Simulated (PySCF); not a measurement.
**Polarisability and C₆ of Ir⁺ (iridium, charge +1)**

[Xe] 4f14 5d7 6s1, high-spin 5F determinant. Computed with PySCF 2.14 in x2c-TZVPPall with one added diffuse shell each of s, p, d, f type (12s8p8d4f1g, 113 functions), with scalar relativity by spin-free X2C-1e. Coupled (time-dependent) response in atomic units; α is the mean over directions.

| method | mean α (bohr³) | C₆ (like pair) | S(−4) |
| --- | --- | --- | --- |
| BP86 | 24.41 | 200.3 | 210.1 |

S(−4) is the Cauchy moment in α(ω) = α(0) + S(−4) ω² + …

Spin-orbit coupling is absent.

α(iu) at BP86:

| u (hartree) | α(iu) (bohr³) |
| --- | --- |
| 0 | 24.41 |
| 0.0500 | 23.90 |
| 0.100 | 22.54 |
| 0.200 | 18.75 |
| 0.300 | 15.23 |
| 0.500 | 10.51 |
| 0.750 | 7.317 |
| 1.00 | 5.480 |
| 1.50 | 3.474 |
| 2.00 | 2.418 |
| 3.00 | 1.368 |
| 5.00 | 0.6111 |

For an ion, C₆ is the dispersion term alone; charge-induced terms of lower order in 1/R come first.

Spin-orbit coupling, absent here, splits the open shell strongly.
